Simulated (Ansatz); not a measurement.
One change: `N[SiH](Cl)BF` becomes `N[SiH](O)Cl`.

Ansatz, PBE0-D4/def2-TZVP geometries, multiplicity 1. Each molecule was computed in one conformer, which needn't be the lowest.

| property | `N[SiH](Cl)BF` |
| --- | --- |
| LUMO energy (PBE0/def2-TZVPP) / eV | -1.78 |
| LUMO energy (B3LYP/def2-TZVPP) / eV | -1.98 |
| LUMO energy (PBE/def2-TZVPP) / eV | -2.75 |
| HOMO energy (PBE/def2-TZVPP) / eV | -6.52 |
| size of the dipole moment (B3LYP/def2-TZVPP) / D | 1.82 |
| HOMO energy (PBE0/def2-TZVPP) / eV | -7.88 |

**Question.** Give the same properties after the change, and the shifts. (Estimate.)

**Answer.** Computed: 
```json
{"property": "LUMO energy (PBE0/def2-TZVPP) / eV", "`N[SiH](O)Cl`": "0.73", "shift": "2.51"}
{"property": "LUMO energy (B3LYP/def2-TZVPP) / eV", "`N[SiH](O)Cl`": "0.37", "shift": "2.35"}
{"property": "LUMO energy (PBE/def2-TZVPP) / eV", "`N[SiH](O)Cl`": "-0.13", "shift": "2.62"}
{"property": "HOMO energy (PBE/def2-TZVPP) / eV", "`N[SiH](O)Cl`": "-6.50", "shift": "0.02"}
{"property": "size of the dipole moment (B3LYP/def2-TZVPP) / D", "`N[SiH](O)Cl`": "2.52", "shift": "0.70"}
{"property": "HOMO energy (PBE0/def2-TZVPP) / eV", "`N[SiH](O)Cl`": "-7.98", "shift": "-0.10"}
```

With PBE0 the HOMO falls by 0.10 eV and the LUMO rises by 2.51 eV, so the gap widens by about 2.61 eV. PBE moves the HOMO by 0.02 eV and ωB97M-V by -0.30 eV. The zero-point energy changes by -2.9 kJ/mol with -3 modes. Dipoles are sizes alone; their direction can turn.

B3LYP here is the variant with VWN-RPA as its local correlation; programs differ in this.
